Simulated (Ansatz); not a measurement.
`[OH][GeH2][S]S` + H₂Te → `[OH][GeH2][TeH]` + `SS`  (ligand exchange at a Ge–S bond)

Gas-phase electronic energies from Ansatz, PBE0-D4/def2-TZVP geometries. CBS: MP2 limit from def2 TZ/QZ plus the TZ coupled-cluster correction, frozen cores. This one scheme is used for every species. DFT in def2-TZVPP. Elements past krypton have def2 core potentials. For Ge, Te outer-core shells are correlated without core-valence functions, which leaves a few kJ/mol of doubt a bond. Scalar relativity is left out up to krypton. One conformer a species, not always the lowest.

Question: Is it downhill or uphill in electronic energy at CCSD(T)/CBS, and by how much? (An estimate is asked.)

Answer: The calculation gave: Downhill: ΔE = -13.6 kJ/mol.

Question: What do these levels give: LDA (SPW92), revPBE-D4, CAM-B3LYP-D4, ωB97X-V, r2SCANh, CCSD(T)/def2-SVP? (Estimate.)

Answer: The calculation gave: LDA (SPW92) -10.5, revPBE-D4 -10.5, CAM-B3LYP-D4 -11.3, ωB97X-V -11.5, r2SCANh -13.7, CCSD(T)/def2-SVP -8.3 kJ/mol.

Question: What do rigid-rotor, harmonic-oscillator terms from PBE0-D4/def2-TZVP frequencies (298.15 K, 1 bar) make of the CCSD(T)/CBS value? (Best estimate.)

Answer: Computed: ΔZPE = +5.0 kJ/mol, ΔH = -9.6 kJ/mol, ΔS = 9 J/(mol·K), ΔG = -12.3 kJ/mol.

Largest T1 diagnostic among the species: 0.012.

The D4 term adds +4.5 kJ/mol with B3LYP and +2.5 kJ/mol with PBE0; it sums over pairs of atoms, weighted by their polarisabilities, and B3LYP, whose exchange is more repulsive, gets the larger term. In def2-TZVPP, CCSD(T) changes the Hartree–Fock value by +7.8 kJ/mol (the triples alone add +1.8 kJ/mol) and MP2 by +4.9 kJ/mol. At CCSD(T), def2-SVP lies +5.3 kJ/mol from the extrapolated value and def2-TZVPP +4.4 kJ/mol.

B3LYP here is the variant with VWN-RPA as its local correlation; programs differ in this.
